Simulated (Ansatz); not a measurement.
Molecule: sum formula HSiO, net charge 0, doublet state. It need not be the lowest isomer of its formula. SMILES: O=[SiH]
Geometry: optimised at B3LYP-D3(BJ)/def2-TZVP (Ansatz, an electronic-structure program).

Parts of the frozen-core correlation energy in cc-pV(D+d)Z (Ansatz, hartree). Frozen orbitals: 6; correlated occupied orbitals by spin: 6 and 5; virtual: 30 and 31. UHF or UKS for open shells. Spin-orbit coupling is left out. No relativistic terms.

```
term                            value
-------------------------  ----------
reference (HF)             -364.32749
MP2 opposite-spin            -0.20229
MP2 same-spin                -0.07066
CCSD correlation             -0.28404
(T)                          -0.01116
CCSDT minus CCSD(T)          -0.00113
CCSDT(Q) minus CCSD(T)       -0.00279
T1 diagnostic                   0.033
largest doubles amplitude       0.075
<S^2> of the reference          0.775
```
